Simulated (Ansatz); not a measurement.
Coupled-cluster diagnostics for Zr3⁻, Ansatz.

Geometry of the doublet (r2SCAN-D4/def2-TZVPD):

```xyz
3

Zr   -0.855    1.134    0.645
Zr    0.526   -1.156    0.843
Zr    0.329    0.022   -1.489
```

In the def2 sets Zr takes a core potential; there is no spin–orbit coupling. Correlated methods freeze no core orbitals; core or outer-core shells of Zr are correlated, in sets that lack core-valence functions. The structure comes from a short search, and lower isomers may exist.

Geometry of the charge -1 quartet (r2SCAN-D4/def2-TZVPD):

| atom | x (Å) | y (Å) | z (Å) |
| --- | --- | --- | --- |
| Zr1 | -0.596 | 0.807 | 1.147 |
| Zr2 | -0.909 | -0.817 | -0.910 |
| Zr3 | 1.505 | 0.010 | -0.237 |

Task: Estimate the CCSD(T) correlation energy, the shares of MP2 and (T), T1 and the reference's ⟨S²⟩ for: charge -1, doublet, own geometry in def2-TZVPD; charge -1, quartet, own geometry in def2-TZVPD; and the rough time on 4 threads of Arm Neoverse V1 on a shared host.

Result: 
```csv
state,basis,correlation (eV),MP2 share (%),(T) share (%),T1,⟨S²⟩ (pure),wall time,remarks
"charge -1, doublet, own geometry",def2-TZVPD,-25.235,88.2,7.5,0.108,4.85 (0.75),2.3 min,"large T1, spin-contaminated"
"charge -1, quartet, own geometry",def2-TZVPD,-25.741,86.2,7.9,0.130,7.02 (3.75),2.2 min,"large T1, spin-contaminated"
```
Customary marks for T1 are 0.02 (closed shells), 0.045 (open shells) and about 0.05 (3d metals). T1 exceeds 0.02 in 2 of 2 rows and 0.045 in 2; the higher it lies, the less the single-reference result can be trusted.
